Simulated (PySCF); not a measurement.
A TDDFT job was run through a driver script with this input:

```
{"job": {"kind": "uv", "xc": "wB97X-D", "basis": "def2-SVPD", "dynamic": true, "nstates": 6, "ntriplets": 0, "group": "solv-BKZAKCFVGBWMRC-UHFFFAOYSA-N-uv", "role": "base"}, "charge": 0, "multiplicity": 1}
C     -3.074918    -0.016051    -1.420490
O     -3.097489    -0.187963    -0.032167
Si    -1.927208    -0.952763     0.854841
O     -0.499517    -0.114659     0.941909
C      0.522896    -0.103891    -0.022898
C      1.881791    -0.139642     0.648107
Si     3.350776    -0.055687    -0.533475
H     -2.384164     0.792166    -1.721274
H     -2.774916    -0.938894    -1.952795
H     -4.084161     0.257684    -1.764095
H     -1.637151    -2.280007     0.220499
H     -2.455710    -1.044985     2.232844
H      0.428282     0.809184    -0.640115
H      0.422210    -0.966407    -0.712601
H      1.968030    -1.060697     1.249677
H      1.955407     0.701712     1.357991
H      3.325645     1.219849    -1.315512
H      4.628341    -0.122574     0.237769
H      3.314511    -1.195727    -1.502450
```

Output (SCF cycles cut):

```
converged SCF energy = -850.5694913552

Static polarisability (au): isotropic 98.367, principal 85.216 95.435 114.449

Singlet excitations
state   eV       nm        f      main configurations
  1   7.8518    157.9   0.00863   H->L+1 0.38, H->L 0.32
  2   8.0159    154.7   0.00513   H-1->L+1 0.37, H-1->L 0.26
  3   8.2534    150.2   0.00431   H->L+1 0.20, H->L+5 0.18, H->L+2 0.17
  4   8.3380    148.7   0.03177   H-1->L+5 0.27, H-1->L+2 0.18, H-2->L 0.09
  5   8.4989    145.9   0.02151   H->L+4 0.27, H->L 0.21, H->L+3 0.09
  6   8.5868    144.4   0.00480   H-2->L 0.32, H-2->L+1 0.24
```

Computed, not measured: TDDFT wB97X-D/def2-SVPD, vertical, gas phase, core orbitals frozen in the response (PySCF). Isolated species at its PBE0-D3(BJ)/def2-SVP geometry (one conformer only).

**Question.** What transition dipole goes with state 4?

**Answer.** |μ|² = 3f / (2ΔE) = 3 × 0.0318 / (2 × 0.3064) = 0.156 au, so |μ| = 1.00 D.

**Question.** What is the total energy of state 1 at this geometry?

**Answer.** -850.56949 + 0.28855 = -850.28094 hartree.

**Question.** How many basis functions and electrons does this run hold?

**Answer.** 250 basis functions for 74 electrons in 37 doubly occupied orbitals.

**Question.** Give the energy of state 1 in hartree, cm⁻¹ and kJ/mol.

**Answer.** 0.28855 hartree, 63329 cm⁻¹, 757.6 kJ/mol.

**Question.** Give the mean polarisability in Å³.

**Answer.** 98.37 au × 0.148185 = 14.58 Å³.

**Question.** Write the structure that the coordinates describe.

**Answer.** `[SiH2](OC)OCC[SiH3]` (C3H12O2Si2), point group C1.

H and L stand for HOMO and LUMO.

Shape of the structure used: `[CH3:1][O:2][SiH2:3][O:4][CH2:5][CH2:6][SiH3:7]`: C1–O2–Si3–O4 70°, O2–Si3–O4–C5 -82°, Si3–O4–C5–C6 -140°, O4–C5–C6–Si7 -178°.

wB97X-D is run here without its empirical dispersion term; that term would change no orbital, density or response property at a fixed geometry.
